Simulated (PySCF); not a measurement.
## Telling isomers of C7H10 apart by NMR

Computational details: PBE0/pcSseg-1 with gauge-including orbitals, spin–spin couplings from B3LYP/pcJ-1 (spin–dipole term left out of most H,H and C,H couplings), GFN2-xTB structure, in PySCF 2.14.0 with density-fitted response routines (averaged over atoms made equivalent by symmetry, fast rotation or ring inversion, non-relativistic, one conformer, no solvent).

Referencing at the same level of theory: 1H (σref 31.72) and 13C (σref 186.93) vs TMS. Multiplet labels drop J under 1 Hz and among equivalent protons, and merge close values. Unscaled 3J(H,H) run several per cent high. Where no couplings were computed, multiplicities follow the n + 1 count of equivalent neighbours, and m marks all less simple cases (inequivalent or close neighbours, rings, F or P nearby). Shifts are as computed. Against solution values, carbons near 30 ppm lie about +3 ppm off and those near 130 ppm about +5 ppm. Of 1211 compounds with measured shifts, 218 miss one by over three times the rms of a fit or turn the order of signals round; such compounds aren't used in these exercises.

(1) Tabulate the signals of `C#C[C@@H](C)C(=C)C`, `C=CC(=C)/C=C/C` and their relative energies.

(2) What is the quickest way to tell C#C[C@@H](C)C(=C)C from C=CC(=C)/C=C/C?

## Answers

(1) 
| SMILES | carbon types | δC | δH | E rel. (kcal/mol) |
| --- | --- | --- | --- | --- |
| C#C[C@@H](C)C(=C)C | 2×C 2×CH 1×CH2 2×CH3 | 157.3, 119.4, 93.0, 76.3, 34.5, 26.6, 26.0 | 5.74 (br s, 1H), 5.41 (br s, 1H), 2.77 (m, 1H), 1.92 (s, 3H), 1.61 (d, 1H), 1.32 (d, 3H) | 18.6 |
| C=CC(=C)/C=C/C | 1×C 3×CH 2×CH2 1×CH3 | 152.7, 145.4, 140.0, 137.5, 126.2, 119.9, 22.6 | 6.72 (ddt, 1H), 6.44 (m, 1H), 6.40 (m, 1H), 5.80 (d, 1H), 5.61 (dd, 1H), 5.21 (sept, 1H), 5.16 (t, 1H), 1.97 (m, 3H) | 0.0 |

Energies are electronic energies at PBE0/pcSseg-1 on these geometries, without zero-point or thermal terms, each for the one conformer computed, which needn't be the lowest.

(2) Both give the same number of carbon signals, but DEPT or the intensities differ. The first has a terminal alkyne carbon (CH) at 76.3 ppm, the second an alkene CH at 145.4 ppm. Their most deshielded carbons lie at 157.3 and 152.7 ppm. In the proton spectra the most deshielded non-exchanging signals are 5.74 (br s, 1H) and 6.72 (ddt, J = 18.9, 12.7, 1.2 Hz, 1H).
